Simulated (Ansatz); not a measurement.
Ansatz (a first-principles code) input (HF/STO-3G):

Ansatz 0.2 input:
```yaml
crystal:
  periodic: [false, false, false]
  atoms:
    - {symbol: Nb, position_ang: [-0.03348100, 0.01583200, 0.06870000]}
    - {symbol: O, position_ang: [-1.25775300, -1.14517400, -0.12931500]}
    - {symbol: F, position_ang: [-0.34759300, 1.63675700, -0.84621800]}
    - {symbol: F, position_ang: [1.61811800, -0.69095000, 0.64819800]}
basis:
  gaussian:
    orbitals: STO-3G
hamiltonian:
  xc: {name: HF}
magnetization: {spin_polarized: true, initial_magnetization: 1}
relax: {f_tol: 0.003, max_steps: 120}
```

From the output:

```
these checks for a lower state are left out or cut short: starts, cluster_reference, orbital_swaps, neighbouring_geometries, increment
integrals: 0.01 GiB planned
565 factors; integrals over basis functions are off by at most 4.4e-5 eV
mean field: 0.18 GiB planned
mean field -108467.64915122 eV, -3986.1125842941 hartree, gradient 1.5e-5 eV, S^2 1.063463; 0 other end points of the search recorded, 0 dependent functions left out
the calculation of the forces begins
reference -108467.64915122 eV, -3986.1125842941 hartree; 34, 33 occupied and 8, 9 virtual orbitals, 565 factors
relax step   6: F+E_penalty+E_count = -108467.64915122 eV  Δ(F+E_penalty+E_count) = -9.920e-5 eV  max|allowed force component| = 4.722e-2 eV/Å  Δτ_max = 0.0070 Å  (45 SCF iters, accepted)
these checks for a lower state are left out or cut short: starts, cluster_reference, orbital_swaps, neighbouring_geometries, increment
integrals: 0.01 GiB planned
565 factors; integrals over basis functions are off by at most 4.5e-5 eV
mean field: 0.18 GiB planned
mean field -108467.64929657 eV, -3986.1125896357 hartree, gradient 1.7e-5 eV, S^2 1.047424; 0 other end points of the search recorded, 0 dependent functions left out
the calculation of the forces begins
reference -108467.64929657 eV, -3986.1125896357 hartree; 34, 33 occupied and 8, 9 virtual orbitals, 565 factors
relax step   7: F+E_penalty+E_count = -108467.64929657 eV  Δ(F+E_penalty+E_count) = -1.454e-4 eV  max|allowed force component| = 3.397e-2 eV/Å  Δτ_max = 0.0090 Å  (44 SCF iters, accepted)
these checks for a lower state are left out or cut short: starts, cluster_reference, orbital_swaps, neighbouring_geometries, increment
integrals: 0.01 GiB planned
565 factors; integrals over basis functions are off by at most 4.5e-5 eV
mean field: 0.18 GiB planned
mean field -108467.64935709 eV, -3986.1125918597 hartree, gradient 1.7e-5 eV, S^2 1.036171; 0 other end points of the search recorded, 0 dependent functions left out
the calculation of the forces begins
reference -108467.64935709 eV, -3986.1125918597 hartree; 34, 33 occupied and 8, 9 virtual orbitals, 565 factors
relax step   8: F+E_penalty+E_count = -108467.64935709 eV  Δ(F+E_penalty+E_count) = -6.052e-5 eV  max|allowed force component| = 5.656e-3 eV/Å  Δτ_max = 0.0024 Å  (48 SCF iters, accepted)
these checks for a lower state are left out or cut short: starts, cluster_reference, orbital_swaps, neighbouring_geometries, increment
integrals: 0.01 GiB planned
565 factors; integrals over basis functions are off by at most 4.5e-5 eV
mean field: 0.18 GiB planned
mean field evaluation 224: about -108467.5638 eV, gradient 2.6e-1 eV
mean field -108467.64936419 eV, -3986.1125921207 hartree, gradient 1.8e-5 eV, S^2 1.032900; 0 other end points of the search recorded, 0 dependent functions left out
the calculation of the forces begins
reference -108467.64936419 eV, -3986.1125921207 hartree; 34, 33 occupied and 8, 9 virtual orbitals, 565 factors
relax step   9: F+E_penalty+E_count = -108467.64936419 eV  Δ(F+E_penalty+E_count) = -7.100e-6 eV  max|allowed force component| = 1.402e-3 eV/Å  Δτ_max = 0.0026 Å  (46 SCF iters, accepted)
integrals: 0.01 GiB planned
565 factors; integrals over basis functions are off by at most 4.5e-5 eV
mean field: 0.18 GiB planned
mean field evaluation 256: about -108464.6250 eV, gradient 3.3e0 eV
mean field evaluation 288: about -108464.5867 eV, gradient 2.7e0 eV
mean field evaluation 320: about -108463.4324 eV, gradient 2.1e0 eV
mean field evaluation 352: about -108463.5625 eV, gradient 1.6e0 eV
mean field evaluation 384: about -108467.6494 eV, gradient 1.5e-3 eV
mean field -108467.64936419 eV, -3986.1125921207 hartree, gradient 2.6e-5 eV, S^2 1.032900; 3 other end points of the search recorded, 0 dependent functions left out
the calculation of the forces begins
reference -108467.64936419 eV, -3986.1125921207 hartree; 34, 33 occupied and 8, 9 virtual orbitals, 565 factors
Total energy: -108467.64936419 eV, -3986.1125921207 hartree
Atom 0 at    -0.040169     0.059387     0.145340 Å, force     0.001354     0.001405     0.000408 eV/Å
Atom 1 at    -1.215974    -1.125459    -0.153562 Å, force    -0.000122    -0.000325    -0.000346 eV/Å
Atom 2 at    -0.315059     1.545820    -0.834342 Å, force    -0.000590    -0.000570    -0.000011 eV/Å
Atom 3 at     1.550493    -0.663284     0.583929 Å, force    -0.000641    -0.000510    -0.000050 eV/Å
Dipole moment:     0.164131     0.243433     0.163279 e Å
```

The geometry given is a B3LYP-D3(BJ)/def2-TZVP minimum.

The determinant is spin-contaminated: <S^2> is 1.03 against 0.75 for a pure state.
